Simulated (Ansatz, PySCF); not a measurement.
Internal rotation in SMILES [SiH3]N([SiH3])[SiH3]. Scanned: dihedral H5–Si1–N2–Si3; all other coordinates were relaxed at B3LYP-D3(BJ)/def2-SVP. Heavy atoms are numbered in the order of the SMILES [SiH3]N([SiH3])[SiH3], hydrogens after them in the order of the atoms that carry them; the mirror image has the same energies with the sign of each dihedral reversed.

Levels of theory: RKS-BP86/6-31G* = PySCF with restricted BP86/6-31G*, spherical d // B3LYP-D3(BJ)/def2-SVP; RKS-B3LYP/6-31G* = restricted B3LYP/6-31G*, spherical d // B3LYP-D3(BJ)/def2-SVP (PySCF 2.14.0); RKS-B3LYP/LANL2DZ = PySCF with restricted B3LYP/LANL2DZ, with its core potentials past Ne // B3LYP-D3(BJ)/def2-SVP; CCSD(T)/cc-pVTZ = Ansatz (a first-principles code) with CCSD(T) on RHF/cc-pVTZ, frozen core // B3LYP-D3(BJ)/def2-SVP.

Energies relative to the lowest point of each profile, in kJ/mol; the last columns give the difference from CCSD(T):

```tsv
φ / °	RKS-BP86/6-31G*	RKS-B3LYP/6-31G*	RKS-B3LYP/LANL2DZ	CCSD(T)/cc-pVTZ	RKS-BP86/6-31G* − CCSD(T)/cc-pVTZ	RKS-B3LYP/6-31G* − CCSD(T)/cc-pVTZ	RKS-B3LYP/LANL2DZ − CCSD(T)/cc-pVTZ
0	0.01	0.00	0.00	0.00	0.00	0.00	0.00
15	0.24	0.30	0.28	0.43	-0.20	-0.13	-0.15
30	1.48	2.53	1.25	4.13	-2.65	-1.60	-2.88
45	0.36	0.43	0.19	0.57	-0.20	-0.14	-0.38
60	0.00	0.00	0.00	0.00	0.00	0.00	0.00
75	0.33	0.36	0.21	0.46	-0.13	-0.10	-0.25
90	1.52	2.56	1.26	4.16	-2.64	-1.60	-2.90
105	0.23	0.30	0.22	0.41	-0.17	-0.11	-0.19
```

RKS-BP86/6-31G* is furthest from CCSD(T)/cc-pVTZ at 30 (-2.65 kJ/mol, below); its mean absolute difference over the points is 0.75 kJ/mol.

RKS-B3LYP/6-31G* is furthest from CCSD(T)/cc-pVTZ at 30 (-1.60 kJ/mol, below); its mean absolute difference over the points is 0.46 kJ/mol.

RKS-B3LYP/LANL2DZ is furthest from CCSD(T)/cc-pVTZ at 90 (-2.90 kJ/mol, below); its mean absolute difference over the points is 0.84 kJ/mol.
